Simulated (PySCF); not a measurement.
Electron correlation in Sc (scandium, neutral)

[Ar] 3d1 4s2, 2D determinant. Computed with PySCF 2.14 in aug-cc-pVDZ, with the non-relativistic Hamiltonian (point nucleus). Frozen: [Ar]; 3 electrons correlated.

MP2 pair energies summed by pair of shells (mhartree):

| pair | energy | share (%) |
| --- | --- | --- |
| 4s-4s | -19.94 | 74.9 |
| 3d-4s | -6.67 | 25.1 |

Total MP2 correlation energy: -26.61 mhartree.

Same-spin part -2.47 and opposite-spin part -24.14 mhartree; SCS-MP2 scales them by 1/3 and 6/5 to -29.79 mhartree.
